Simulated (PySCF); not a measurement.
An unknown is described by computed data only.

Elements present: C, H and O. Monoisotopic mass: 134.0943 u.

| Quantity | Value |
| --- | --- |
| 13C NMR | chemical shifts (computed TMS as zero) by class: 75.6 (2 C), 73.7 (2 C), 62.0 (2 C) ppm [GIAO PBE0/pcSseg-1] |
| NMR, other nuclei | isotropic shieldings of nuclei other than C and H, by class: 304 (1 O), 321 (2 O) ppm [GIAO PBE0/pcSseg-1] |
| 1H NMR | chemical shifts (computed TMS as zero) by class: 3.74 (4 H), 3.56 (4 H), 3.56 (6 H) ppm [GIAO PBE0/pcSseg-1] |
| Dipole | 1.19 D [PBE0/pcSseg-1] |
| Rotational structure | rotational constants A, B, C: 6.007, 0.441, 0.423 GHz [GFN2-xTB] |

Electronic properties: PySCF, gas phase, density fitting. Levels stand in brackets. The structure is a single GFN2-xTB conformer in the gas phase; no vibrational or solvent corrections. Each NMR value is the plain mean over a class of atoms that symmetry, rotation or inversion makes alike.

**Question.** Which formula fits the mass and the elements?

**Answer.** C6H14O3 (calculated 134.0943). No other formula that holds each of these elements comes within 0.0003 u with a fitting electron parity and a possible valence count.

**Question.** Propose a structure and show how it fits.

**Answer.** Numbering: `[CH3:1][O:2][CH2:3][CH2:4][O:5][CH2:6][CH2:7][O:8][CH3:9]`. Its formula, C6H14O3, gives 0 degrees of unsaturation, so no ring and no π bond. 6 carbons fall into 3 classes; from least to most shielded: sp3 carbon bound to oxygen [C3/C7] (75.6 ppm, 2 C), sp3 carbon bound to oxygen [C4/C6] (73.7 ppm, 2 C), methoxy carbon [C1/C9] (62.0 ppm, 2 C). Hydrogen classes from least to most shielded: 4 H on 2 like atoms (sp3 carbon bound to oxygen), C4/C6 (3.74 ppm, a mean of values up to 0.7 ppm apart in this geometry), 4 H on 2 like atoms (sp3 carbon bound to oxygen), C3/C7 (3.56 ppm, a mean of values up to 0.6 ppm apart in this geometry), 6 H on 2 methoxy carbons, C1/C9 (3.56 ppm, a mean of values up to 0.6 ppm apart in this geometry). The other shieldings belong to: 304 ppm, ether oxygen [O5]; 321 ppm, ether oxygen [O2/O8]. The optimised geometry has point group C1 and is an asymmetric top. Structure: diglyme, `COCCOCCOC`. The assignments are read from this structure; whether some other isomer fits the data as well wasn't checked.
